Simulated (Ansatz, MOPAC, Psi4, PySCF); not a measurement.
Species: BOCl (charge 0, singlet). SMILES: O=BCl
Geometry: optimised at B3LYP-D3(BJ)/def2-TZVP (Ansatz, a first-principles code).

Wanted: enthalpy of formation at 298 K, in kcal/mol. Set-up: open shells spin-unrestricted; LANL2DZ with its own core potentials from Na on; non-relativistic; spin-orbit terms left out; no dispersion term unless named; six Cartesian d functions in 6-31G* and its kin unless marked 5d; frozen cores in correlated levels; 6-311+G** with 5d, 6d on Na to Ar in Ansatz. Basis-set limits of correlation are two-point, X^-3; Hartree-Fock from the larger set. First-principles rows: single points at B3LYP-D3(BJ) geometries (Ansatz), with unscaled harmonic terms from B3LYP/6-31G* (Ansatz) at its own minima, enthalpies of formation by atomisation with measured atoms. Semi-empirical rows: MOPAC heats of formation at their own minima for 298 K.

Measured values: CRC Handbook, as tabulated in the package chemicals; they hold spin-orbit and core effects, anharmonicity. For O=BCl (enthalpy of formation at 298 K) the tabulated value and CCSD(T)/CBS(aug-cc-pV(T+d)Z,aug-cc-pV(Q+d)Z) (Ansatz) part by 11.6 kcal/mol: another conformer or state, missing terms or a fault of the table's entry are possible. 

Value to compare with, the measured value: -75.0 kcal/mol.

```
level                                                program  enthalpy of formation at 298 K (kcal/mol)  error
--------------------------------------------  --------------  -----------------------------------------  -----
PM3                                                    MOPAC                                      -95.9  -20.9
HF/3-21G                                              Ansatz                                       40.8  115.8
PBE/3-21G                                             Ansatz                                      -85.0  -10.0
PBE/def2-SVP                                          Ansatz                                     -107.8  -32.8
BP86/6-31G* (5d)                                       PySCF                                      -97.6  -22.6
B3LYP/6-31G*                                          Ansatz                                      -83.1   -8.1
B3LYP/cc-pVDZ                                         Ansatz                                      -79.1   -4.1
B3LYP/6-311+G**                                       Ansatz                                      -80.5   -5.5
PBE0/6-311+G**                                        Ansatz                                      -84.6   -9.6
wB97X-D/6-31G*                                          Psi4                                      -84.7   -9.7
MP2/STO-3G                                            Ansatz                                      -74.3    0.7
MP2/LANL2DZ                                           Ansatz                                      -31.9   43.1
MP2/6-311+G**                                         Ansatz                                      -87.7  -12.7
r2SCAN-D4/def2-TZVPD                          Ansatz + dftd4                                      -92.3  -17.3
B3LYP/def2-TZVPD                                      Ansatz                                      -84.1   -9.1
wB97X-V/def2-TZVPD                                    Ansatz                                      -85.9  -10.9
CCSD(T)/CBS(aug-cc-pV(T+d)Z,aug-cc-pV(Q+d)Z)          Ansatz                                      -86.6  -11.6
```

Among the 13 habitual levels, HF/3-21G lies farthest from the measured value (115.8 kcal/mol) and MP2/STO-3G nearest (0.7); 3 of 13 lie above it, and their mean absolute error is 22.7 kcal/mol, the median 10.0. One case shows no general order.

The levels are drawn from those run, B3LYP/6-31G* more often than the rest, none by its result; left out are runs that failed, that the program found above a lower state of the same kind, or whose <S^2> lies over 0.5 above the pure value.
